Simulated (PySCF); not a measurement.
H6InN3. Atoms are numbered in the order given.

```xyz
10

In     0.0132    -0.0040     0.0000
N      0.0829     2.0503     0.0000
H     -0.3257     2.4935     0.8222
H     -0.3257     2.4935    -0.8222
N     -0.1184    -1.0102     1.7874
H      0.3117    -0.5330     2.5790
H      0.2303    -1.9679     1.7781
N     -0.1184    -1.0102    -1.7874
H      0.2303    -1.9679    -1.7781
H      0.3117    -0.5330    -2.5790
```
Charge 0, spin multiplicity 1.

Coordinates come from a B3LYP-D3(BJ)/def2-SVP optimisation. The def2 effective core potentials stand for the cores of In; spin–orbit coupling is left out. One conformer was computed; it need not be the lowest.

Computed with r2SCAN/def2-TZVP (PySCF).

Symmetry labels are those of the subgroup Cs that the program uses (full group Cs).

Computed valence orbital energies around the gap with their symmetry:
| orbital | symmetry | energy (eV) |
|---|---|---|
| HOMO−7 | A" | -11.53 |
| HOMO−6 | A" | -11.40 |
| HOMO−5 | A' | -10.71 |
| HOMO−4 | A' | -8.39 |
| HOMO−3 | A" | -8.34 |
| HOMO−2 | A' | -6.33 |
| HOMO−1 | A' | -5.87 |
| HOMO | A" | -5.69 |
| LUMO | A' | -1.37 |
| LUMO+1 | A' | -0.30 |
| LUMO+2 | A' | 0.65 |
| LUMO+3 | A" | 0.67 |
